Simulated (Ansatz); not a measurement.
Born–Oppenheimer molecular dynamics of CH5ClOSn (9 atoms, charge 0, multiplicity 1). It starts from a relaxed structure.

The calculation used Ansatz, RKS CAM-B3LYP-D4/def2-SVP.

| Quantity | Value |
| --- | --- |
| ensemble | NVT, Nosé–Hoover chain |
| time step | 0.5 fs |
| steps asked | 300 |
| set temperature | 2000 K |
| thermostat | time constant 1 fs, chain length 1 |
| seed | 930605 |

First frame:

```xyz
9
Properties=species:S:1:pos:R:3
Sn -0.056 -0.031 -0.119
Cl 0.096 -0.133 2.235
O 1.795 -0.028 -0.799
H 2.374 -0.681 -0.387
H -0.669 1.496 -0.554
C -1.099 -1.792 -0.724
H -1.516 -2.282 0.165
H -1.910 -1.534 -1.419
H -0.396 -2.471 -1.224
```

Question: How far do the bonds stretch over the last three quarters of this one trajectory? (Pairs bonded in most of those frames.)

Answer: 
```json
{"bond": "Sn1–Cl2", "mean (Å)": "2.387", "spread (Å)": "0.105", "shortest": "2.22", "longest": "2.53"}
{"bond": "Sn1–O3", "mean (Å)": "1.999", "spread (Å)": "0.028", "shortest": "1.95", "longest": "2.06"}
{"bond": "Sn1–H5", "mean (Å)": "1.730", "spread (Å)": "0.088", "shortest": "1.57", "longest": "1.87"}
{"bond": "Sn1–C6", "mean (Å)": "2.155", "spread (Å)": "0.073", "shortest": "2.03", "longest": "2.28"}
{"bond": "O3–H4", "mean (Å)": "1.016", "spread (Å)": "0.050", "shortest": "0.93", "longest": "1.10"}
{"bond": "C6–H7", "mean (Å)": "1.115", "spread (Å)": "0.059", "shortest": "1.01", "longest": "1.23"}
{"bond": "C6–H8", "mean (Å)": "1.113", "spread (Å)": "0.028", "shortest": "1.05", "longest": "1.20"}
{"bond": "C6–H9", "mean (Å)": "1.114", "spread (Å)": "0.045", "shortest": "1.02", "longest": "1.20"}
```

Mean temperature of the second half: 2002 K. The conserved energy stayed within 1.3 meV per atom of its start (net change 0.5 meV per atom), so the integration is sound. A run of 0.15 ps of so small a system gives no equilibrium averages.

Run time: 18 min on 2 threads of Arm Neoverse V1, with other jobs on the host, peak memory 0.25 GiB.
